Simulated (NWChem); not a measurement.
System: C3HCl2F; SMILES FC(Cl)=C=CCl

Input file for NWChem:

```
start job
memory heap 200 mb stack 900 mb global 1100 mb
geometry units angstroms
  F     -1.806456    -1.322064    -0.110455
  C     -0.887403    -0.422496    -0.478545
  Cl    -1.516175     0.750800    -1.576433
  C      0.353540    -0.475372    -0.098767
  C      1.581285    -0.435096     0.318714
  Cl     2.061300     0.436260     1.728093
  H      2.394169    -0.950364    -0.171035
end
basis spherical
  * library def2-svp
end
dft
  xc pbe0
  iterations 150
end
driver
  maxiter 120
end
task dft optimize
task dft freq
```

NWChem printed, in part:

```
             Northwest Computational Chemistry Package (NWChem) 7.3.0
             --------------------------------------------------------

 C1  symmetry detected

                             Geometry "geometry" -> ""
                             -------------------------

 Output coordinates in angstroms (scale by  1.889725989 to convert to a.u.)

  No.       Tag          Charge          X              Y              Z
 ---- ---------------- ---------- -------------- -------------- --------------
    1 F                    9.0000    -1.57040632     1.59730014     0.27581948
    2 C                    6.0000    -0.39905808     1.03531044    -0.04274313
    3 Cl                  17.0000     0.91865415     2.14231791     0.08177483
    4 C                    6.0000    -0.28674847    -0.18870731    -0.46242615
    5 C                    6.0000    -0.11122647    -1.42788230    -0.80434382
    6 Cl                  17.0000     0.20347046    -2.67827159     0.34174401
    7 H                    1.0000    -0.16026351    -1.77681376    -1.82511695

 Effective nuclear repulsion energy (a.u.)     302.6989730539

                                Z-matrix (autoz)
                                --------

 Units are Angstrom for bonds and degrees for angles

      Type          Name      I     J     K     L     M      Value
      ----------- --------  ----- ----- ----- ----- ----- ----------
    1 Stretch                  1     2                       1.33767
    2 Stretch                  2     3                       1.72550
    3 Stretch                  2     4                       1.29883
    4 Stretch                  4     5                       1.29741
    5 Stretch                  5     6                       1.72512
    6 Stretch                  5     7                       1.07988
    7 Bend                     1     2     3               112.45743
    8 Bend                     1     2     4               123.27057
    9 Bend                     2     5     6               120.89050
   10 Bend                     2     5     7               125.39860
   11 Bend                     3     2     4               124.18643
   12 Bend                     4     5     6               122.81153
   13 Bend                     4     5     7               123.47612
   14 Bend                     5     2     1               124.46936
   15 Bend                     5     2     3               123.06580
   16 Bend                     6     5     7               113.70783
   17 Torsion                  1     2     5     6         -91.25305
   18 Torsion                  1     2     5     7          89.42519
   19 Torsion                  2     1     4     5         171.60950
   20 Torsion                  3     2     5     6          89.81264
   21 Torsion                  3     2     5     7         -89.50913
   22 Torsion                  2     3     4     5        -173.12348
   23 Torsion                  3     1     2     4        -176.76037
   24 Torsion                  1     3     2     4         176.72557
   25 Torsion                  4     5     6     7         179.25112
   26 Torsion                  4     5     7     6        -179.24542
   27 Torsion                  2     4     6     5        -176.13536
   28 Torsion                  2     4     7     5         173.86657

                           NWChem Geometry Optimization
                           ----------------------------

 maximum gradient threshold         (gmax) =   0.000450
 rms gradient threshold             (grms) =   0.000300
 maximum cartesian step threshold   (xmax) =   0.001800
 rms cartesian step threshold       (xrms) =   0.001200
 fixed trust radius                (trust) =   0.300000
 source of zmatrix                         =   autoz

          -------------------
          Energy Minimization
          -------------------

 Using diagonal initial Hessian
 Scaling for Hessian diagonals: bonds = 1.00  angles = 0.25  torsions = 0.10

          --------
          Step   0

                                 NWChem DFT Module
                                 -----------------

[...]

      ----------------------
      Optimization converged
      ----------------------

  Step       Energy      Delta E   Gmax     Grms     Xrms     Xmax
  ---- ---------------- -------- -------- -------- -------- --------
@    7   -1134.09308054 -2.3D-07  0.00006  0.00002  0.00064  0.00148
                                     ok       ok       ok       ok

                                Z-matrix (autoz)
                                --------

 Units are Angstrom for bonds and degrees for angles

      Type          Name      I     J     K     L     M      Value     Gradient
      ----------- --------  ----- ----- ----- ----- ----- ---------- ----------
    1 Stretch                  1     2                       1.32013    0.00006
    2 Stretch                  2     3                       1.71788   -0.00003
    3 Stretch                  2     4                       1.30744   -0.00006
    4 Stretch                  4     5                       1.30620   -0.00000
    5 Stretch                  5     6                       1.73029   -0.00000
    6 Stretch                  5     7                       1.09538   -0.00003
    7 Bend                     1     2     3               112.32861   -0.00000
    8 Bend                     1     2     4               123.78900   -0.00000
    9 Bend                     2     5     6               124.15908   -0.00001
   10 Bend                     2     5     7               122.78466   -0.00000
   11 Bend                     3     2     4               123.88150    0.00001
   12 Bend                     4     5     6               123.91146   -0.00001
   13 Bend                     4     5     7               123.03440   -0.00000
   14 Bend                     5     2     1               124.26876   -0.00000
   15 Bend                     5     2     3               123.39939    0.00001
   16 Bend                     6     5     7               113.05411    0.00001
   17 Torsion                  1     2     5     6         -90.74757    0.00000
   18 Torsion                  1     2     5     7          89.82174    0.00000
   19 Torsion                  2     1     4     5        -178.90540   -0.00000
   20 Torsion                  3     2     5     6          89.95712   -0.00001
   21 Torsion                  3     2     5     7         -89.47357   -0.00000
   22 Torsion                  2     3     4     5         179.09371   -0.00000
   23 Torsion                  3     1     2     4        -179.66757   -0.00001
   24 Torsion                  1     3     2     4         179.66721    0.00001
   25 Torsion                  4     5     6     7         179.93804    0.00000
   26 Torsion                  4     5     7     6        -179.93867   -0.00000
   27 Torsion                  2     4     6     5        -178.17320    0.00000
   28 Torsion                  2     4     7     5         177.82258   -0.00000

[...]

 Rotational Constants
 --------------------
 A=   0.174328 cm-1  (  0.250814 K)
 B=   0.031503 cm-1  (  0.045325 K)
 C=   0.028252 cm-1  (  0.040648 K)

 Temperature                      =   298.15K
 frequency scaling parameter      =   1.0000

 Zero-Point correction to Energy  =   19.707 kcal/mol  (  0.031405 au)
 Thermal correction to Energy     =   23.535 kcal/mol  (  0.037506 au)
 Thermal correction to Enthalpy   =   24.127 kcal/mol  (  0.038449 au)

 Total Entropy                    =   81.636 cal/mol-K
   - Translational                =   40.387 cal/mol-K (mol. weight = 125.9439)
   - Rotational                   =   28.719 cal/mol-K (symmetry #  =        1)
   - Vibrational                  =   12.530 cal/mol-K

 Cv (constant volume heat capacity) =   19.452 cal/mol-K
   - Translational                  =    2.979 cal/mol-K
   - Rotational                     =    2.979 cal/mol-K
   - Vibrational                    =   13.493 cal/mol-K

[normal modes left out]

 ----------------------------------------------------------------------------
 Normal Eigenvalue ||           Projected Infra Red Intensities
  Mode   [cm**-1]  || [atomic units] [(debye/angs)**2] [(KM/mol)] [arbitrary]
 ------ ---------- || -------------- ----------------- ---------- -----------
    1       -0.000 ||    0.000010           0.000         0.010       0.002
    2       -0.000 ||    0.000367           0.008         0.358       0.073
    3       -0.000 ||    0.000207           0.005         0.202       0.041
    4        0.000 ||    0.000076           0.002         0.074       0.015
    5        0.000 ||    0.000002           0.000         0.001       0.000
    6        0.000 ||    0.000007           0.000         0.007       0.001
    7       89.925 ||    0.000079           0.002         0.077       0.016
    8      111.187 ||    0.000019           0.000         0.019       0.004
    9      243.600 ||    0.001855           0.043         1.808       0.368
   10      352.299 ||    0.001457           0.034         1.420       0.289
   11      451.231 ||    0.004462           0.103         4.350       0.884
   12      528.858 ||    0.005093           0.117         4.965       1.009
   13      565.394 ||    0.006201           0.143         6.045       1.229
   14      700.725 ||    0.053223           1.228        51.884      10.549
   15      799.644 ||    0.207470           4.786       202.252      41.121
   16      839.246 ||    0.014974           0.345        14.598       2.968
   17     1131.515 ||    0.201854           4.657       196.777      40.008
   18     1228.924 ||    0.089236           2.059        86.992      17.687
   19     1441.758 ||    0.073484           1.695        71.636      14.565
   20     2106.556 ||    0.398428           9.192       388.407      78.969
   21     3201.022 ||    0.001019           0.024         0.993       0.202
 ----------------------------------------------------------------------------
```

Level: PBE0/def2-SVP.
